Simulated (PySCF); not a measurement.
Structure with atom numbers: `[OH:1][Si@@H:2]([SiH3:3])[Si@H:4]([F:5])[SiH3:6]`. Hydrogens are named by the atom that carries them.

PySCF calculation with structure optimised with GFN2-xTB and σ from GIAO-PBE0/pcSseg-1; single conformer, one averaged value for each set of equivalent atoms, gas phase, relativity neglected.

δ = σ(ref) − σ, references computed at the same level: TMS for 1H and 29Si; H2O for 17O; 19F against CFCl3.

```tsv
atoms	nucleus	count	Hirshfeld charge	δ (ppm)
Si4	29Si	1	0.26	23.8
H(O1)	1H	1	0.18	0.79
O1	17O	1	-0.31	-11.7
H(Si4)	1H	1	-0.08	6.10
Si3	29Si	1	0.21	-117.2
H(Si6)	1H	3	-0.07	3.57
Si2	29Si	1	0.26	-20.3
H(Si3)	1H	3	-0.07	3.48
F5	19F	1	-0.22	?
Si6	29Si	1	0.21	?
H(Si2)	1H	1	-0.08	?
```

Task: Complete the table.

Result: 
- H(Si2): 6.21 ppm, hydrogen on a silicon bonded to O, 2 Si
- Si6: -118.5 ppm, silicon bonded to Si, 3 H
- F5: -282.6 ppm, fluorine bonded to Si

OH and NH positions are those of a molecule without intermolecular hydrogen bonds; in solution they move with solvent, concentration and temperature, and exchange usually removes their couplings. Unscaled 19F shifts against computed CFCl3 carry errors that often reach 10 to 50 ppm. Experimental scales use liquid or dissolved standards, which lie at an offset from isolated H2O (liquid H2O: subtract about 36 ppm).
